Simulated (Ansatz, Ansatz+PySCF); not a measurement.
```xyz
14

C     0.0000   -0.4559   -2.0615
C     0.0000    0.4481   -0.6903
C     0.0000   -0.4481    0.6903
C     0.0000    0.4559    2.0615
H     0.0000    0.2239   -3.0369
H     0.9585   -1.1597   -2.1154
H    -0.9585   -1.1597   -2.1154
H    -0.9502    1.1702   -0.6863
H     0.9502    1.1702   -0.6863
H     0.9502   -1.1702    0.6863
H    -0.9502   -1.1702    0.6863
H     0.0000   -0.2239    3.0369
H     0.9585    1.1597    2.1154
H    -0.9585    1.1597    2.1154
```

Basis set: def2-SVP (spherical functions). Left uncorrelated: 4 orbitals. Charge 0, multiplicity 1.

Computed with Ansatz (development build ahead of 0.2.0); each method stands on the lowest determinant of its kind that the runs found. Restricted open shells among the atoms or ions are ROHF, correlated in semicanonical orbitals with singles.

The atomization energy at this shape (free ground-state atoms in the same class of orbitals less the molecule, no zero-point energy) of singlet C₄H₁₀:

```json
{"method": "RHF-MP2", "atomization energy": "5092.1 kJ/mol"}
{"method": "UHF-MP2", "atomization energy": "5089.1 kJ/mol"}
{"method": "RHF", "atomization energy": "4084.2 kJ/mol"}
```

What does UHF give?

4041.5 kJ/mol. Caution: the shape is not the minimum.
